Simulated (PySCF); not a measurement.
From one molecule to another.

First species: C5H9OPS.
Cartesian coordinates in Å at the GFN2-xTB level; atoms count from 1:
```
atom  x, y, z in Å
O1     1.8325   -1.8700    0.5244
C2     1.1176   -1.0607   -0.0058
C3     1.4972    0.4008   -0.1363
C4     0.5537    1.2878    0.6810
P5    -1.1331    1.0839   -0.0281
S6    -1.3854    1.7611   -1.8164
C7    -1.3637   -0.7300    0.1871
C8    -0.2361   -1.4231   -0.5829
H9     2.5276    0.5290    0.2016
H10    1.4290    0.6928   -1.1895
H11    0.5599    1.0048    1.7359
H12    0.8524    2.3362    0.5929
H13   -1.9526    1.6163    0.9771
H14   -1.3392   -0.9936    1.2469
H15   -2.3342   -1.0165   -0.2278
H16   -0.2745   -1.0995   -1.6284
H17   -0.3582   -2.5073   -0.5417
```

Second species: C₃H₁₁FOSi₂.
Z-matrix (Å and degrees, GFN2-xTB geometry), rows numbered from 1:
```
C 
C   1  1.5207
O   2  1.4043  1  112.04
Si  3  1.6142  2  130.30  1   -77.52
F   4  1.6275  3  106.88  2   -49.40
Si  4  2.2889  3  103.49  2  -168.08
C   6  1.9024  4  111.28  3   114.55
H   1  1.0866  2  109.82  3  -176.16
H   1  1.0872  2  109.97  3   -56.07
H   1  1.0870  2  110.09  3    63.68
H   2  1.0955  1  110.07  3  -121.93
H   2  1.0952  1  110.22  3   118.24
H   4  1.4645  3  113.25  2    57.89
H   6  1.4736  4  108.81  3  -127.13
H   6  1.4713  4  114.67  3    -8.38
H   7  1.0872  6  110.89  4    56.18
H   7  1.0871  6  111.48  4   -63.32
H   7  1.0865  6  111.67  4   176.16
```

Levels: CAM-B3LYP/def2-SVPD for HOMO energy, LUMO energy, HOMO–LUMO gap and static isotropic polarisability; TDDFT CAM-B3LYP/def2-SVPD for lowest singlet excitation; TDA CAM-B3LYP/def2-SVPD for lowest triplet excitation (Tamm–Dancoff). Geometries: GFN2-xTB. Each structure is a single optimised conformer of the isolated species, non-relativistic unless stated. Electronic properties by PySCF.

The conformers computed, where there is a choice (atom-mapped SMILES and torsion angles):
- `[CH3:1][CH2:2][O:3][Si@H:4]([F:5])[SiH2:6][CH3:7]`: C1–C2–O3–Si4 -78°, C2–O3–Si4–F5 -49°, O3–Si4–Si6–C7 115°

The conformers of `O=C1CC[PH](=S)CC1` aren't listed.

Task: Which of the two has the higher T1 energy, and by how much?

Result: The second: 5.79 eV against 3.78 eV, a difference of 2.01 eV.

Task: Which of the two has the higher HOMO–LUMO gap, and by how much?

Result: The second: 9.83 eV against 8.31 eV, a difference of 1.52 eV.

Task: Which of the two has the higher static isotropic polarisability, and by how much?

Result: The first: 102.1 au against 93.7 au, a difference of 8.4 au.

Task: Which of the two has the higher LUMO energy, and by how much?

Result: The second: 0.49 eV against 0.18 eV, a difference of 0.31 eV.

Task: Which of the two has the higher S1 energy, and by how much?

Result: The second: 6.47 eV against 4.35 eV, a difference of 2.12 eV.

Task: Which has the higher HOMO energy?

Result: The first: -8.13 eV against -9.34 eV, a difference of 1.21 eV.

On the first: S1 lies 3.96 eV below the HOMO–LUMO gap; its leading configuration is HOMO−2→LUMO, weight 0.88. The vertical singlet–triplet gap S1 − T1 is 0.57 eV (TDDFT singlet less Tamm–Dancoff triplet; S1: HOMO−2→LUMO, weight 0.88; T1: HOMO−2→LUMO, weight 0.87).

On the second: The polarisability is 13.89 Å³ as a volume (1 au = 0.148185 Å³), or 1.27 au for each of the 74 electrons. S1 lies 3.36 eV below the HOMO–LUMO gap; its leading configuration is HOMO→LUMO, weight 0.89.
